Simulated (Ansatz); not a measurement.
## Which method gave which barrier?

Saddle point of Si₂H₇BrO, singlet (Si₂H₆O ([SiH3][O][SiH3]) + HBr → Si₂H₅BrO ([SiH3][O][SiH2][Br]) + H₂; bonds formed: Si1–Br8, H2–H7; bonds broken: Si1–H2, H7–Br8), PBE0-D4/def2-TZVP structure:

Si1  (0.351, -0.641, 1.068)
H2  (1.903, -0.036, 1.533)
O3  (-0.804, 0.206, 0.351)
Si4  (-1.351, 0.719, -1.136)
H5  (0.085, -0.387, 2.506)
H6  (0.567, -2.074, 0.831)
H7  (2.045, -0.075, 0.665)
Br8  (1.850, -0.336, -1.219)
H9  (-2.763, 1.102, -0.891)
H10  (-1.301, -0.378, -2.128)
H11  (-0.581, 1.899, -1.580)
(Å)

Program: Ansatz 0.2.0. Basis: def2-TZVPP, with def2-QZVPP for the basis limit. Cores are frozen in the correlated methods. Filled d shells of the heavier atoms are correlated. The def2 sets are not built for correlating such inner shells, so the correlated values are less sure here. Extrapolation: Hartree–Fock as exp(−7.88 √X), correlation as X^−2.97. Four methods, as single points on the PBE0-D4 structures, gave these electronic barriers from the start structure: 100.4, 110.3, 145.0, 192.2 kJ/mol.

(1) The methods were, in alphabetical order, BHLYP-D4, HF, PBE-D4, r2SCAN-D4. Which gave which? (A judgement: the text doesn't fix the answer.)

T1 diagnostic: at most 0.011.

## Answers

(1) Computed: PBE-D4 100.4; r2SCAN-D4 110.3; BHLYP-D4 145.0; HF 192.2 kJ/mol. For comparison, CCSD(T) at an estimated basis limit (MP2 extrapolated from triple and quadruple zeta, plus CCSD(T) − MP2 in triple zeta) gives 133.4 kJ/mol.

Labels in which every atom is bracketed show which atoms are joined, not bond orders.

For scale, one of the runs: CCSD(T)/def2-TZVPP, 261 basis functions, launched by `ansatz run in.yaml --threads 8 --pin off --events-out ev --progress --plain --max-ram 19148MiB`. The run took 92 s on 8 CPU threads of an AMD EPYC 7B13 (shared host), with 6 GiB of host memory at its peak.
